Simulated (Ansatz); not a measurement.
InO4H4, that is [In(OH)4]- with one electron fewer. Total charge 0; doublet. Geometry PBE0-D4/def2-SVPD, that of the charge -1 singlet; atoms count from 1.

```xyz
9

In   -0.001   -0.001    0.001
O     1.960    0.626    0.235
H     2.519   -0.156    0.244
O    -1.103    1.100    1.366
H    -0.484    1.558    1.941
O     0.037   -2.058    0.240
H    -0.501   -2.443   -0.457
O    -0.895    0.330   -1.838
H    -1.532    1.043   -1.731
```

In the def2 sets In takes a core potential; there is no spin–orbit coupling.

Q: Estimate the Mulliken populations from the PBE0/def2-TZVPD orbitals of Ansatz.

A: 
```tsv
atom	charge (e)	spin (α − β)
In1	1.51	-0.10
O2	-0.68	0.29
H3	0.31	-0.01
O4	-0.68	0.29
H5	0.31	-0.01
O6	-0.68	0.29
H7	0.31	-0.01
O8	-0.68	0.29
H9	0.31	-0.01
```
Mulliken values and Mayer orders depend strongly on the basis. With diffuse functions, as here, like atoms can get unlike values, and bond orders can come out too low or too high.

Q: Where does the spin sit?

A: Summed by element: In -0.10, O 1.15, H -0.06, of 1 unpaired in all. Largest on single atoms: O8 0.29, O2 0.29, O4 0.29.

Q: And the Mayer bond orders between bonded heavy atoms (over 0.3)?

A: In1–O2 0.54 (2.07 Å); In1–O4 0.54 (2.07 Å); In1–O6 0.54 (2.07 Å); In1–O8 0.54 (2.07 Å).
